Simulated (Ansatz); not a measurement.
Complex (SMILES): [SiH4] (SiH4) with [H][H] (H2), atoms 1 to 5 the first; geometry from B3LYP-D3(BJ)/def2-TZVP, monomers rigid:
```xyz
7

Si     0.0572    -0.2137    -0.1147
H      1.0024     0.6011     0.6813
H     -0.6863    -1.1236     0.7855
H     -0.8976     0.6793    -0.8090
H      0.8074    -1.0085    -1.1129
H     -1.6187     1.7089     2.1168
H     -2.0030     2.1245     2.5994
```

Basis-set convergence of the counterpoise-corrected interaction energy at wB97M-V with Ansatz (a quantum-chemistry and plane-wave program). Cartesian d functions, on some or all atoms, in 6-31G*, 6-31+G*, 6-311+G**; all else is spherical. The program fits the integrals of some runs and decomposes those of others, by size. The functional holds VV10 correlation; no added dispersion term, no relativity. Functions are those of the species that has most. Reference: the value in aug-pcseg-3, -0.14 kcal/mol. Deviations are taken from unrounded values. Cost is core time over that of 6-31G*, rough, on shared machines of one kind.

```json
[
 {"basis": "6-31G*", "functions": "31", "counterpoise-corrected interaction energy (kcal/mol)": "-0.18", "minus reference (kcal/mol)": "-0.04", "cost": "1×"},
 {"basis": "6-31+G*", "functions": "35", "counterpoise-corrected interaction energy (kcal/mol)": "-0.12", "minus reference (kcal/mol)": "0.02", "cost": "1×"},
 {"basis": "def2-SVP", "functions": "48", "counterpoise-corrected interaction energy (kcal/mol)": "-0.13", "minus reference (kcal/mol)": "0.01", "cost": "1×"},
 {"basis": "cc-pV(D+d)Z", "functions": "53", "counterpoise-corrected interaction energy (kcal/mol)": "-0.11", "minus reference (kcal/mol)": "0.03", "cost": "1×"},
 {"basis": "6-311+G**", "functions": "67", "counterpoise-corrected interaction energy (kcal/mol)": "-0.15", "minus reference (kcal/mol)": "-0.01", "cost": "2×"},
 {"basis": "def2-SVPD", "functions": "72", "counterpoise-corrected interaction energy (kcal/mol)": "-0.17", "minus reference (kcal/mol)": "-0.03", "cost": "2×"},
 {"basis": "aug-cc-pV(D+d)Z", "functions": "86", "counterpoise-corrected interaction energy (kcal/mol)": "-0.16", "minus reference (kcal/mol)": "-0.02", "cost": "2×"},
 {"basis": "def2-TZVPD", "functions": "97", "counterpoise-corrected interaction energy (kcal/mol)": "-0.14", "minus reference (kcal/mol)": "0.00", "cost": "2×"},
 {"basis": "pcseg-2", "functions": "118", "counterpoise-corrected interaction energy (kcal/mol)": "-0.14", "minus reference (kcal/mol)": "0.00", "cost": "2×"},
 {"basis": "cc-pV(T+d)Z", "functions": "123", "counterpoise-corrected interaction energy (kcal/mol)": "-0.13", "minus reference (kcal/mol)": "0.01", "cost": "2×"},
 {"basis": "jun-cc-pV(T+d)Z", "functions": "132", "counterpoise-corrected interaction energy (kcal/mol)": "-0.13", "minus reference (kcal/mol)": "0.01", "cost": "4×"},
 {"basis": "def2-TZVPPD", "functions": "150", "counterpoise-corrected interaction energy (kcal/mol)": "-0.13", "minus reference (kcal/mol)": "0.01", "cost": "3×"},
 {"basis": "aug-pcseg-2", "functions": "188", "counterpoise-corrected interaction energy (kcal/mol)": "-0.14", "minus reference (kcal/mol)": "0.00", "cost": "5×"},
 {"basis": "cc-pV(Q+d)Z", "functions": "244", "counterpoise-corrected interaction energy (kcal/mol)": "-0.14", "minus reference (kcal/mol)": "0.00", "cost": "5×"},
 {"basis": "def2-QZVPP", "functions": "250", "counterpoise-corrected interaction energy (kcal/mol)": "-0.13", "minus reference (kcal/mol)": "0.01", "cost": "5×"},
 {"basis": "pcseg-3", "functions": "262", "counterpoise-corrected interaction energy (kcal/mol)": "-0.13", "minus reference (kcal/mol)": "0.00", "cost": "5×"},
 {"basis": "def2-QZVPPD", "functions": "274", "counterpoise-corrected interaction energy (kcal/mol)": "-0.13", "minus reference (kcal/mol)": "0.00", "cost": "6×"},
 {"basis": "aug-cc-pV(Q+d)Z", "functions": "365", "counterpoise-corrected interaction energy (kcal/mol)": "-0.14", "minus reference (kcal/mol)": "0.00", "cost": "10×"}
]
```
